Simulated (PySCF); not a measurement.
# A single-point calculation

[Nd(H2O)2]3+ (singlet in the valence; each metal's 4f electrons, 3 of them, lie in its core potential, out of spins and levels). PySCF 2.14.0, RKS M06-L, Nd lcecp-1-SVP with ECP49, O def2-SVP, H def2-SVP; non-relativistic Hamiltonian with scalar-relativistic core potentials where named; density fitting; no spin-orbit coupling. Purpose: level M06-L.

```python
mol = gto.M(atom='''
Nd    -0.04307     1.06286     0.00178
O      0.08138    -0.17524     1.91746
H      0.28870     0.14465     2.83507
H     -0.06532    -1.14716     2.05435
O     -0.06808    -0.17615    -1.91724
H      0.09214    -1.14684    -2.04792
H     -0.23413     0.14199    -2.84350''',
    basis={'Nd': 'lcecp-1-SVP', 'O': 'def2-SVP', 'H': 'def2-SVP'},
    ecp={'Nd': 'lcecp-1-SVP'},
    charge=3, spin=0)
mf = dft.RKS(mol, xc='M06L')
mf.grids.atom_grid = (75, 302)  # f atoms: unpruned, at least (60, 302)
mf = mf.density_fit()  # fitting sets: Nd AutoAux, O def2-universal-JKFIT, H def2-universal-JKFIT
mf.conv_tol = 1e-08; mf.max_cycle = 55
mf.kernel(dm0)  # dm0: converged density of the relaxed state
mf.nuc_grad_method().kernel()
```

Run from Python with OMP_NUM_THREADS=2; the lines above give its settings. Where DIIS fails, smearing, a level shift and second-order steps follow.
It took 7.9 s on 2 threads of Intel(R) Xeon(R) Platinum 8259CL CPU @ 2.50GHz (Skylake/Cascade Lake), with other jobs on the host, from an already converged density.

(1) Where do the frontier levels lie, over both spins?

(2) What does the SCF print?

(3) What are the Mulliken charges and spins?

(4) What forces act on the atoms (eV/Å)?

The geometry was relaxed with PBE0 (Nd lcecp-1-SVP with ECP49, O def2-SVP, H def2-SVP).

An lcecp potential fixes the number of 4f electrons, so in runs with it no electron can move into or out of that shell.

Answers

(1) HOMO -24.80 eV, LUMO -18.90 eV. The 4f levels lie in the core potential and are missing.

(2) 
```
init E= -185.476192700651
cycle= 1 E= -185.478898303489  delta_E= -0.00271  |g|= 0.0134  |ddm|= 0.168
cycle= 2 E= -185.47885243404  delta_E= 4.59e-05  |g|= 0.0204  |ddm|= 0.0216
cycle= 3 E= -185.478932990763  delta_E= -8.06e-05  |g|= 0.00226  |ddm|= 0.0145
cycle= 4 E= -185.478934055462  delta_E= -1.06e-06  |g|= 0.00026  |ddm|= 0.00223
cycle= 5 E= -185.478934074881  delta_E= -1.94e-08  |g|= 4.14e-05  |ddm|= 0.000373
cycle= 6 E= -185.478934075272  delta_E= -3.92e-10  |g|= 1.65e-05  |ddm|= 5.02e-05
Extra cycle  E= -185.47893407515  delta_E= 1.23e-10  |g|= 3.03e-05  |ddm|= 3.31e-05
converged SCF energy = -185.47893407515
```

(3) 
```
atom  charge (e)  spin (e)
 Nd1       2.300     0.000
  O2      -0.369     0.000
  H3       0.361     0.000
  H4       0.358     0.000
  O5      -0.368     0.000
  H6       0.358     0.000
  H7       0.361     0.000
```
The spin of the 4f electrons in the core isn't counted.

(4) 
```
Nd  -0.02  0.24  0.00
O    0.03 -0.09  0.19
H   -0.01 -0.06  0.00
H    0.01  0.03  0.05
O    0.00 -0.10 -0.18
H   -0.01  0.03 -0.04
H    0.01 -0.05 -0.01
```
Forces carry noise of the integration grid, about 0.01 to 0.03 eV/Å.
